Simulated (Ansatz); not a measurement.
Compare A (`FC1=[CH][GeH2][CH2]1`) with its isomer B (`F[CH]1C=[CH][GeH2]1`).

Gas-phase electronic energies from Ansatz, PBE0-D4/def2-TZVP geometries. CCSD(T)/CBS adds triple-zeta CCSD(T) − MP2 to the extrapolated MP2 energy (def2 sets, frozen cores). DFT in def2-TZVPP. B3LYP here is the variant with VWN-RPA as its local correlation; programs differ in this. For Ge outer-core shells are correlated without core-valence functions, which leaves a few kJ/mol of doubt a bond. Scalar relativity is left out up to krypton.

Which isomer does CCSD(T)/CBS put lower? Give the gap. (Estimate.)

Ansatz gave: A, by 41.9 kJ/mol.

Give E(B) − E(A) in kJ/mol with B2PLYP, MP2/def2-TZVPP, BLYP-D4, B3LYP, CCSD/def2-TZVPP, PBE0-D4, PBE-D4. (Estimate.)

Computed: B2PLYP 42.7, MP2/def2-TZVPP 47.9, BLYP-D4 38.4, B3LYP 40.6, CCSD/def2-TZVPP 42.8, PBE0-D4 47.5, PBE-D4 46.0. None reverses the order clearly.

Does the order hold for the free energy at 298.15 K (harmonic terms from PBE0-D4)? (Estimate.)

The calculation gave: Yes: G(B) − G(A) = +41.3 kJ/mol.

Largest T1 diagnostic: 0.012.

In def2-TZVPP, CCSD(T) changes the Hartree–Fock value by +3.7 kJ/mol (the triples alone add +0.7 kJ/mol) and MP2 by +8.2 kJ/mol. From BLYP to BHLYP (50 % exact exchange), in def2-TZVPP and without D4, E(B) − E(A) moves by +3.3 kJ/mol.
